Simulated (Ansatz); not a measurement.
Job for Ansatz (a first-principles code): R-B3LYP/def2-TZVPPD on GeH4 (SMILES [GeH4]) with ghost functions, monomers drawn apart or pushed together. Files ending in .json are basis or fitting sets from the Basis Set Exchange.

Ansatz 0.2 input:
```yaml
crystal:
  periodic: [false, false, false]
  atoms:
    - {symbol: Ge, position_ang: [0.12721440, -0.06567561, 0.38920267]}
    - {symbol: H, position_ang: [0.50711535, 0.36237339, -1.03629169]}
    - {symbol: H, position_ang: [1.20839491, -0.99935054, 0.95173922]}
    - {symbol: H, position_ang: [-1.22211318, -0.79753565, 0.36392592]}
    - {symbol: H, position_ang: [0.01642066, 1.17908033, 1.28262354]}
basis:
  gaussian:
    orbitals: def2-TZVPPD.json
    ghost_atoms:
      - {symbol: Ge, position_ang: [-0.16478566, 0.08504871, 5.12889892]}
      - {symbol: H, position_ang: [1.30955077, 0.27060517, 4.74372885]}
      - {symbol: H, position_ang: [-0.81623293, -0.92744645, 4.17501016]}
      - {symbol: H, position_ang: [-0.89730508, 1.43020765, 5.02243105]}
      - {symbol: H, position_ang: [-0.25893397, -0.43911366, 6.56988716]}
hamiltonian:
  xc: {name: B3LYP}
scf: {lower_state_search: off}
```

Program output:

```
WARN ansatz: RAYON_NUM_THREADS=1 ignored (pool sized by the plan → 1); use --threads N
Functional definition: B3LYP
these checks for a lower state are left out or cut short: stability, starts, cluster_reference, orbital_swaps, neighbouring_geometries, increment
integrals: 0.17 GiB planned
1226 factors; their error is unknown
mean field: 1.27 GiB planned
mean field evaluation 1: about -56583.9207 eV, gradient 1.9e1 eV
mean field evaluation 2: about -56584.1577 eV, gradient 1.8e1 eV
mean field evaluation 4: about -56584.3462 eV, gradient 3.8e-1 eV
mean field evaluation 8: about -56584.5277 eV, gradient 1.1e-3 eV
mean field -56584.52771825 eV, -2079.4430392752 hartree, gradient 1.8e-6 eV, S^2 0.000000; 0 other end points of the search recorded, 0 dependent functions left out
reference -56584.52794380 eV, -2079.4430475641 hartree; 18, 18 occupied and 226, 226 virtual orbitals, 1226 factors
Total energy: -56584.52794380 eV, -2079.4430475641 hartree
Checks for a lower state left out: stability, starts, cluster_reference, orbital_swaps, neighbouring_geometries, increment
```

The run converged.

Cost: around 4 core-seconds (rough).
